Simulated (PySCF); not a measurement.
BGeH3O2, B3GeH6 (calculated)

All values are calculated (PySCF 2.14.0). Calculation on a computer-drawn molecule: the log of a Hartree-Fock and frozen-core CCSD(T) single point meant for a local Hartree-Fock minimum, with one planted fault or none, to be diagnosed. Offsets are logged minus clean, where the clean run is the same molecule without the fault. The reference is restricted for singlets and unrestricted otherwise, and also for a bond in bohr or an excited solution. Adding or removing an electron swaps singlet and doublet. The excited solution moves the top pair (singlet) or top alpha electron (doublet) to the lowest empty orbital. Highest occupied and lowest empty are orbital energies over both spins, largest force is the largest gradient component, triples share is (T) over the correlation energy, the T1 limit is 0.02 restricted and 0.045 unrestricted, electrons count all cores, a negative frequency is imaginary (commonest isotopes), and the dipole is about the centre of nuclear charge; on germanium a core potential holds 10 electrons, which the energies leave out, and 3d is frozen in MP2 and coupled-cluster steps.

Common to all runs: meant charge 0; meant basis cc-pVDZ; meant basis and core potential on germanium cc-pVDZ-PP ECP10MDF; logged SCF converged yes; logged CC converged yes; logged SCF stable within its kind yes; possible faults no fault, one electron removed, one electron added, multiplicity raised by two, geometry at a saddle point, SCF held on an excited solution, minimal basis STO-3G, one bond length entered in bohr, all coordinates scaled.

(1) BGeH3O2

Logged structure:
```xyz
7
BGeH3O2
B     -0.2175    -0.6863    -0.0015
Ge    -1.2170     1.1053     0.2659
O     -2.0287     2.0854    -0.7330
O     -1.0439     1.4798     1.9743
H      0.9420    -0.6769    -0.2789
H     -0.8092    -1.7136     0.1256
H     -1.4607     2.2886     2.2449
```

```
meant multiplicity                   : 1
logged electrons                     : 55
logged basis functions               : 80
logged spin squared                  : 0.7594
logged highest occupied              : -18.9 eV
logged lowest empty                  : -5.841 eV
logged largest force                 : 0.096572 hartree/bohr
logged T1 diagnostic                 : 0.025931
logged D1 diagnostic                 : 0.12011
logged triples share                 : 0.026464
logged dipole magnitude              : 1.5729 debye
logged energy HF                     : -469.20339 hartree
logged energy CCSD(T)                : -469.73301 hartree
planted fault                        : one electron removed
HF energy offset from clean run      : 182.9 kcal/mol
CCSD(T) energy offset from clean run : 220 kcal/mol
```

Drawn bonds:
```tsv
atom	other atom	order
1	2	1
2	3	2
2	4	1
1	5	1
1	6	1
4	7	1
```

(2) BGeH3O2

Structure as in entry 1.

```
meant multiplicity                   : 1
logged electrons                     : 56
logged basis functions               : 80
logged spin squared                  : 2.0293
logged highest occupied              : -5.6826 eV
logged lowest empty                  : 0.38143 eV
logged largest force                 : 0.1116 hartree/bohr
logged T1 diagnostic                 : 0.023096
logged D1 diagnostic                 : 0.11294
logged triples share                 : 0.02388
logged dipole magnitude              : 0.30879 debye
logged energy HF                     : -469.38693 hartree
logged energy CCSD(T)                : -469.91817 hartree
planted fault                        : multiplicity raised by two
HF energy offset from clean run      : 67.72 kcal/mol
CCSD(T) energy offset from clean run : 103.8 kcal/mol
```

Drawn bonds:
```tsv
atom	other atom	order
1	2	1
2	3	2
2	4	1
1	5	1
1	6	1
4	7	1
```

(3) B3GeH6

Logged structure:
```xyz
10
B3GeH6
B     -1.1282     0.9043    -1.7559
Ge     0.6614     1.8121    -1.2892
B      1.9946     0.8736    -0.0298
B      1.1179     3.6582    -2.0820
H     -1.9120     1.4397    -2.4885
H     -1.4055    -0.1695    -1.3000
H      1.7404    -0.2009     0.4378
H      3.0395     1.3913     0.2496
H      2.1563     4.1965    -1.8178
H      0.3502     4.2143    -2.8163
```

```
meant multiplicity                   : 2
logged electrons                     : 53
logged basis functions               : 95
logged spin squared                  : 0.7592
logged highest occupied              : -8.3132 eV
logged lowest empty                  : -0.37719 eV
logged largest force                 : 1.808e-05 hartree/bohr
logged lowest frequency              : 118.37 cm⁻¹
logged T1 diagnostic                 : 0.014265
logged D1 diagnostic                 : 0.069866
logged triples share                 : 0.027332
logged dipole magnitude              : 0.0006573 debye
logged energy HF                     : -370.83144 hartree
logged energy CCSD(T)                : -371.22678 hartree
planted fault                        : no fault
HF energy offset from clean run      : 0 kcal/mol
CCSD(T) energy offset from clean run : 0 kcal/mol
```

Drawn bonds:
```tsv
atom	other atom	order
1	2	1
2	3	1
2	4	1
1	5	1
1	6	1
3	7	1
3	8	1
4	9	1
4	10	1
```
